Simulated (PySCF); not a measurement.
## Ru: excitation energy

Ru [Kr] 4d7 5s1 (5F) → Ru [Kr] 4d6 5s1 6s1 (7D), as a difference of total energies. All numbers are calculated (PySCF 2.14, the spin-free X2C one-electron Hamiltonian (Gaussian nucleus), in x2c-TZVPPall with one added diffuse shell each of s, p, d, f type (9s7p7d3f1g, 95 functions)). Correlated levels: valence: [Kr] frozen. The calculations carry no spin-orbit coupling.

```csv
method,excitation energy (eV)
UHF,4.388
MP2 (valence),5.813
SCS-MP2 (valence),6.091
CCSD (valence),5.675
CCSD(T) (valence),5.779
```

Problem. How much does correlation contribute at CCSD(T) (valence)?

Solution. 5.779 − (4.388) = 1.391 eV, measured against UHF.

A first-order spin-orbit estimate (lowest level to lowest level, LS coupling) adds 0.049 eV.

The promoted electron is Rydberg-like, and one or two diffuse shells describe it only roughly, which tends to raise the upper state.
